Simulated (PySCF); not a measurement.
iodine (I2), SMILES II. The structure is a stationary point at B3LYP-D3(BJ)/def2-TZVP. The def2 effective core potentials stand for the cores of I; spin–orbit coupling is left out.

Computed equilibrium geometry at B3LYP-D3(BJ)/def2-TZVP (PySCF confirms it by a frequency run) as Cartesian coordinates in Å, and its point group:
point group D∞h.
```xyz
2

I      0.0000     0.0000    -1.3473
I      0.0000     0.0000     1.3473
```
